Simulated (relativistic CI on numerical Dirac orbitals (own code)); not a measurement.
Computed by Dirac-Coulomb-Breit CI, orbitals from a KLI potential per configuration, model QED (radiative potential, 1s self-energy scaled to tabulated hydrogen-like ionisation energies), unscaled Slater integrals (own radial code, finite nucleus).

The strongest absorption lines from the ground level of an ion, among the configurations computed and to levels below about 1050 eV (vacuum wavelength in nm, gf): 2.1987 (0.15), 2.2490 (0.82), 2.2695 (1.2), 2.2969 (1.2), 2.6002 (0.15), 2.7152 (0.34), 3.9075 (0.68), 4.1573 (0.14).

Problem. Which ion is it?
A. Lu⁵⁵⁺
B. Pm⁴⁵⁺
C. Os⁶⁰⁺
D. Tl⁶⁵⁺

Solution. A. Lu⁵⁵⁺ has 16 electrons and the ground level 3s²3p⁴ ³P2; the strongest line goes to 3s²3p³3d ³D°3. The pattern of lines fixes the number of electrons, and along that sequence the line energies rise steadily with the charge (about as its square where n changes within one kind of shell, about linearly where n is kept but much faster in heavy ions where fine structure, which grows about as Z⁴, sets the gap, and irregularly where shells cross), which fixes Z. Configurations outside the model, such as inner-shell arrays, can give stronger lines. At this charge energies of transitions that change n are usually good to better than 1 %, and those within a shell (Δn = 0) to a few per cent.

LS names give the leading component of a level, which can be under half, so a name can repeat, a term be missing and a line seem to break the LS rules.
